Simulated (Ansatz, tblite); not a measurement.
Cost and result up the ladder for the cluster SiSe₂⁺ (3 atoms). The state is a doublet with charge 1. Geometry: r2SCAN-D4/def2-TZVP.

```xyz
3

Si    1.237   -0.048    0.575
Se   -1.073   -0.458    0.649
Se   -0.164    0.506   -1.224
```

Ansatz on 4 threads of Arm Neoverse V2 on a shared host; xTB runs through tblite on one thread. Times are rough, summed over both states, and most runs start from the orbitals of an earlier one. CCSD(T)/def2-TZVPP serves as the yardstick here, not as an exact answer. Differences are given only for rows in sets of like size (and for xTB, whose basis is part of the method), since another set adds its own error. The other state is a quartet at its own geometry.

The 6-31G sets use Cartesian d functions. The xTB rows come from tblite. LC-ωPBE has ω = 0.4 bohr⁻¹. B3LYP takes the VWN-RPA correlation. HSE06 is defined as in plane-wave codes, on full-range PBE exchange. Correlated methods freeze 23 core orbitals; core or outer-core shells of Se are correlated, in sets that lack core-valence functions. The structure comes from a short search, and lower isomers may exist.

Correlated methods converge slowly with the basis.

xTB has no spin-polarisation term.

```
               level  functions  wall time  quartet − doublet (eV)  difference from CCSD(T)/def2-TZVPP (eV)                                  remarks
            GFN1-xTB         27    0.005 s                    3.60                                     0.79                                        –
            GFN2-xTB         27    0.005 s                    2.78                                    -0.03                                        –
      B3LYP-D4/6-31G         71      2.3 s                    2.68                                        –                                        –
            HF/6-31G         71        3 s                    3.18                                        –  spin-contaminated (⟨S²⟩ 3.99) (quartet)
       MP2/def2-TZVP        133      4.8 s                    2.77                                    -0.05                                        –
   RPA@PBE/def2-TZVP        133      5.7 s                    2.79                                    -0.03                                        –
  HSE06-D4/def2-TZVP        133      6.6 s                    2.66                                    -0.15                                        –
   LC-ωPBE/def2-TZVP        133        7 s                    2.55                                    -0.26                                        –
   PBE0-D4/def2-TZVP        133      7.6 s                    2.66                                    -0.15                                        –
    B2PLYP/def2-TZVP        133      8.3 s                    2.84                                     0.03                                        –
 r2SCAN-D4/def2-TZVP        133      9.6 s                    2.50                                    -0.31                                        –
r2SCANh-D4/def2-TZVP        133       14 s                    2.50                                    -0.31                                        –
    B97M-V/def2-TZVP        133       15 s                    2.77                                    -0.04                                        –
  CCSD(T)/def2-TZVPP        138       33 s                    2.81                                     0.00                                        –
```
